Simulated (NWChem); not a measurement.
# Total energies of C₂HCl₂

```xyz
5

Cl    -2.1708    -0.0609     0.0000
C     -0.5402     0.2739     0.0000
C      0.5526    -0.4664     0.0000
Cl     2.1351     0.2207     0.0000
H      0.5320    -1.5626     0.0000
```
Charge 0, spin multiplicity 2.

The numbers come from NWChem runs, not from measurements. All single points use one geometry, from UPBE0/def2-SVP, a minimum by its harmonic frequencies.

Basis set: def2-TZVP (142 functions).

| method | total energy (Ha) | relative cost |
|---|---|---|
| UHF | -995.27638 | 1 |
| UMP2 | -995.91005 | under 3 |
| UB2PLYP | -996.82824 | under 3 |
| UPBE | -996.69260 | under 3 |
| UB3LYP | -997.19036 | under 3 |
| UCAM-B3LYP | -997.14216 | 6 |

Total energies of different functionals aren't comparable as a measure of quality: only differences taken within one method are. Costs are rough ratios of processor time within this set of runs, SCF included, with UHF as 1.

The correlated methods keep 12 core orbitals frozen. B3LYP has NWChem's definition, with VWN1-RPA local correlation. GW and range-separated runs recompute their integrals, the others keep them in memory, which bears on the times. The structure started from a generated list of species. The unpaired electrons of the parent sit in orbitals of symmetry a' (Cs labels of the run); other states weren't searched. No SCF solution was tested for a lower state. Open-shell Hartree-Fock references start from PBE0 orbitals; any time given for them includes that run.
